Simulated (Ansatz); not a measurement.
Steps of a relaxation of CH$_{3}$Cl$_{2}$NOW (`C[N]=[W](=[O])([Cl])[Cl]`) with RKS PBE0-D4/def2-TZVP.

```sh
$ ansatz run in.yaml --threads 4 --pin off --events-out ev --progress --plain --max-ram 11315MiB
```

```yaml
crystal:
  periodic: [false, false, false]
  atoms:
    - {symbol: C, position_ang: [0.883690, -1.409620, -0.024350]}
    - {symbol: N, position_ang: [0.303680, -0.123700, 0.049050]}
    - {symbol: W, position_ang: [-0.857440, 1.221000, -0.000460]}
    - {symbol: O, position_ang: [-2.403130, 0.730710, -0.456480]}
    - {symbol: Cl, position_ang: [-0.102300, 2.725840, -1.420500]}
    - {symbol: Cl, position_ang: [-0.932560, 2.138400, 1.999780]}
    - {symbol: H, position_ang: [0.266510, -2.134410, 0.521370]}
    - {symbol: H, position_ang: [1.893590, -1.416800, 0.402200]}
    - {symbol: H, position_ang: [0.947970, -1.731410, -1.070610]}
basis:
  gaussian: {orbitals: def2-TZVP}
hamiltonian: {xc: pbe0, dispersion: d4}
relax: {f_tol: 0.005, max_steps: 150}
```

Positions (Å) and forces (eV/Å) along the path, 15 of 19 steps:

```xyz
9
step=1 energy=-31488.5582 eV
C     0.884   -1.410   -0.024   -0.223   -0.144   -0.056
N     0.304   -0.124    0.049   -1.041    1.266   -0.028
W    -0.857    1.221    0.000    1.759   -1.861    0.091
O    -2.403    0.731   -0.456   -0.909   -0.590   -0.321
Cl   -0.102    2.726   -1.421    0.465    0.871   -1.034
Cl   -0.933    2.138    2.000   -0.105    0.469    1.359
H     0.267   -2.134    0.521    0.096   -0.032   -0.066
H     1.894   -1.417    0.402   -0.063    0.064   -0.008
H     0.948   -1.731   -1.071    0.021   -0.043    0.063
9
step=2 energy=-31488.7348 eV
C     0.858   -1.389   -0.027   -0.027   -0.123   -0.016
N     0.306   -0.090    0.057   -0.283    0.422   -0.006
W    -0.826    1.235    0.009    0.116   -0.120    0.020
O    -2.354    0.637   -0.456    0.359    0.068    0.095
Cl   -0.067    2.732   -1.543   -0.106   -0.209    0.147
Cl   -0.947    2.107    2.118   -0.010   -0.135   -0.235
H     0.237   -2.116    0.508    0.000    0.039   -0.025
H     1.864   -1.408    0.405   -0.035    0.029   -0.004
H     0.929   -1.708   -1.072   -0.015    0.030    0.023
9
step=4 energy=-31488.7485 eV
C     0.850   -1.378   -0.028   -0.033   -0.056    0.005
N     0.324   -0.068    0.068    0.108    0.041    0.005
W    -0.806    1.245    0.018   -0.081   -0.047    0.008
O    -2.315    0.607   -0.435    0.023    0.022   -0.003
Cl   -0.082    2.700   -1.571   -0.007    0.010   -0.013
Cl   -0.950    2.090    2.122    0.000    0.015    0.007
H     0.200   -2.098    0.480    0.000    0.007   -0.011
H     1.845   -1.421    0.424   -0.013   -0.003   -0.003
H     0.934   -1.676   -1.078    0.004    0.011    0.004
9
step=5 energy=-31488.7501 eV
C     0.849   -1.378   -0.028   -0.010   -0.012   -0.014
N     0.339   -0.061    0.073    0.063   -0.035    0.017
W    -0.804    1.240    0.020   -0.060    0.096    0.004
O    -2.310    0.597   -0.431    0.018   -0.026   -0.003
Cl   -0.090    2.696   -1.573   -0.011   -0.002   -0.002
Cl   -0.951    2.097    2.119   -0.001    0.006    0.007
H     0.189   -2.094    0.471   -0.009    0.006   -0.021
H     1.841   -1.435    0.430    0.000   -0.010   -0.001
H     0.936   -1.662   -1.081    0.009   -0.024    0.014
9
step=6 energy=-31488.7524 eV
C     0.847   -1.377   -0.030   -0.020    0.019    0.033
N     0.375   -0.045    0.092   -0.057    0.053   -0.017
W    -0.793    1.241    0.032    0.087   -0.062   -0.054
O    -2.281    0.556   -0.412   -0.010   -0.004    0.044
Cl   -0.135    2.690   -1.593    0.008   -0.022    0.022
Cl   -0.940    2.134    2.117   -0.014   -0.010    0.006
H     0.138   -2.088    0.411    0.051    0.052   -0.048
H     1.815   -1.484    0.472   -0.064   -0.006   -0.035
H     0.974   -1.627   -1.089    0.018   -0.020    0.048
9
step=7 energy=-31488.7522 eV rejected
C     0.845   -1.373   -0.034   -0.014   -0.002    0.081
N     0.395   -0.031    0.095   -0.033   -0.056   -0.091
W    -0.786    1.241    0.027   -0.036   -0.041    0.145
O    -2.278    0.530   -0.363    0.078    0.029   -0.060
Cl   -0.143    2.683   -1.611   -0.026   -0.024   -0.007
Cl   -0.940    2.143    2.109    0.033    0.000   -0.025
H     0.104   -2.078    0.366    0.086    0.085   -0.059
H     1.792   -1.509    0.504   -0.104    0.009   -0.060
H     1.010   -1.605   -1.092    0.016   -0.001    0.076
9
step=10 energy=-31488.7574 eV
C     0.842   -1.367   -0.038    0.096   -0.223   -0.051
N     0.398   -0.025    0.069    0.064   -0.099   -0.065
W    -0.786    1.241    0.032   -0.172    0.037    0.081
O    -2.287    0.516   -0.299    0.120    0.052   -0.007
Cl   -0.220    2.660   -1.654   -0.012   -0.021    0.006
Cl   -0.851    2.158    2.112    0.011    0.008   -0.033
H     0.035   -2.073    0.219    0.209    0.148   -0.070
H     1.701   -1.541    0.631   -0.235    0.041   -0.155
H     1.169   -1.569   -1.073   -0.081    0.057    0.294
9
step=12 energy=-31488.7705 eV
C     0.841   -1.367   -0.053   -0.023   -0.029    0.020
N     0.407   -0.021    0.041    0.040   -0.065   -0.026
W    -0.785    1.239    0.046   -0.046    0.077    0.008
O    -2.293    0.499   -0.194    0.005   -0.010    0.000
Cl   -0.328    2.624   -1.700    0.002   -0.016    0.006
Cl   -0.741    2.209    2.101    0.007   -0.001   -0.002
H    -0.006   -2.062   -0.014    0.020    0.012   -0.010
H     1.526   -1.598    0.768   -0.006    0.007   -0.002
H     1.378   -1.522   -0.994    0.002    0.025    0.007
9
step=13 energy=-31488.7719 eV
C     0.841   -1.369   -0.056    0.003   -0.008   -0.030
N     0.393   -0.029    0.034   -0.013    0.073    0.014
W    -0.790    1.242    0.050    0.029   -0.079   -0.011
O    -2.305    0.508   -0.167    0.002    0.015    0.005
Cl   -0.345    2.607   -1.713   -0.002   -0.003    0.006
Cl   -0.709    2.221    2.100    0.003    0.003   -0.004
H     0.000   -2.070   -0.075   -0.003   -0.015   -0.003
H     1.485   -1.607    0.797   -0.011    0.009    0.002
H     1.430   -1.501   -0.969   -0.009    0.006    0.020
9
step=14 energy=-31488.7720 eV
C     0.841   -1.371   -0.060    0.040   -0.073   -0.027
N     0.388   -0.033    0.032   -0.002    0.046   -0.001
W    -0.793    1.238    0.054    0.022   -0.002    0.005
O    -2.314    0.508   -0.137   -0.007   -0.001   -0.002
Cl   -0.368    2.596   -1.720   -0.004   -0.016    0.001
Cl   -0.678    2.243    2.090   -0.001   -0.011   -0.001
H     0.002   -2.074   -0.139    0.085    0.049    0.009
H     1.438   -1.623    0.826   -0.063    0.012   -0.091
H     1.484   -1.483   -0.944   -0.070   -0.003    0.107
9
step=15 energy=-31488.7725 eV
C     0.841   -1.367   -0.060    0.008   -0.030   -0.001
N     0.392   -0.028    0.035   -0.002    0.010   -0.012
W    -0.791    1.242    0.054    0.007   -0.028   -0.004
O    -2.310    0.510   -0.140    0.003   -0.003    0.002
Cl   -0.365    2.585   -1.730   -0.001    0.009    0.009
Cl   -0.682    2.230    2.099    0.000    0.015   -0.001
H     0.000   -2.068   -0.134    0.033    0.023    0.003
H     1.440   -1.622    0.821   -0.026    0.004   -0.035
H     1.476   -1.482   -0.945   -0.022    0.001    0.038
9
step=16 energy=-31488.7729 eV
C     0.840   -1.368   -0.061    0.000    0.001    0.000
N     0.398   -0.026    0.030    0.003   -0.001   -0.001
W    -0.790    1.240    0.054   -0.001   -0.003   -0.001
O    -2.306    0.501   -0.133    0.000    0.001    0.001
Cl   -0.376    2.591   -1.727   -0.001    0.000    0.001
Cl   -0.676    2.238    2.093    0.001    0.001   -0.001
H    -0.002   -2.063   -0.149   -0.002    0.001   -0.001
H     1.424   -1.627    0.828   -0.002    0.001    0.000
H     1.488   -1.485   -0.935    0.001    0.001    0.002
9
step=17 energy=-31488.7730 eV
C     0.840   -1.368   -0.062    0.008   -0.003   -0.003
N     0.400   -0.025    0.026   -0.001    0.000   -0.001
W    -0.789    1.239    0.054   -0.005   -0.003    0.008
O    -2.305    0.498   -0.123    0.004    0.003   -0.001
Cl   -0.388    2.590   -1.730    0.001   -0.002   -0.001
Cl   -0.666    2.242    2.091    0.000   -0.001   -0.003
H    -0.002   -2.060   -0.171    0.006    0.005    0.000
H     1.404   -1.633    0.838   -0.006    0.002   -0.010
H     1.506   -1.483   -0.923   -0.007   -0.001    0.011
9
step=18 energy=-31488.7730 eV
C     0.840   -1.368   -0.063    0.005   -0.001   -0.001
N     0.401   -0.024    0.026   -0.004   -0.003    0.007
W    -0.789    1.239    0.056    0.003    0.001   -0.015
O    -2.305    0.496   -0.119    0.001    0.001    0.005
Cl   -0.392    2.586   -1.732   -0.001    0.000    0.002
Cl   -0.662    2.246    2.091   -0.001   -0.002    0.001
H    -0.002   -2.058   -0.181    0.005    0.003    0.000
H     1.396   -1.636    0.841   -0.004    0.001   -0.007
H     1.514   -1.481   -0.918   -0.005    0.000    0.006
9
step=19 energy=-31488.7730 eV
C     0.840   -1.368   -0.063    0.001    0.002    0.002
N     0.401   -0.024    0.026   -0.002   -0.004   -0.002
W    -0.789    1.239    0.055    0.001    0.002    0.004
O    -2.305    0.496   -0.116    0.001    0.000   -0.003
Cl   -0.393    2.586   -1.733   -0.001    0.000   -0.001
Cl   -0.661    2.246    2.090    0.001    0.000    0.000
H    -0.002   -2.057   -0.184    0.000    0.000    0.000
H     1.392   -1.638    0.842    0.000    0.000    0.000
H     1.516   -1.480   -0.916    0.000    0.000   -0.001
```

It took 100 s on 4 threads of an Arm Neoverse V2 on a shared host, with 0.77 GiB of host memory at the peak.
